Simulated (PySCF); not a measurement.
CNO, SMILES C(=[N])=O (connectivity only; charge and spin as stated), charge -1, multiplicity 1. Atoms are numbered in the order given.

```xyz
3

N      0.0000     0.0000     1.2579
C      0.0000     0.0000     0.0718
O      0.0000     0.0000    -1.1545
```
Charge -1, spin multiplicity 1.

The structure is a stationary point at B3LYP-D3(BJ)/def2-TZVPD. The multiplicity is an assumed one; other spin states were not compared. The isomer is the one that the SMILES or the coordinates give; other isomers of the formula were not compared.

Calculation: PySCF 2.14.0 with B3LYP-D3(BJ)/def2-TZVPD.

No scaling factor is applied to the harmonic values.

Modes within 1.5 cm⁻¹ of each other (mostly degenerate sets) share a row, with their intensities summed.

Computed normal modes with their intensities:
```csv
mode,ν (cm⁻¹),IR (km/mol),Raman (Å⁴/amu),depolarisation,moving atoms (share of kinetic energy)
1–2,637,14.2,0.9,0.75,"C 71 %, N 16 %, O 13 %"
3,1250,67.3,26.1,0.10,"O 56 %, N 41 %"
4,2201,780.0,29.2,0.01,"C 69 %, N 25 %"
```
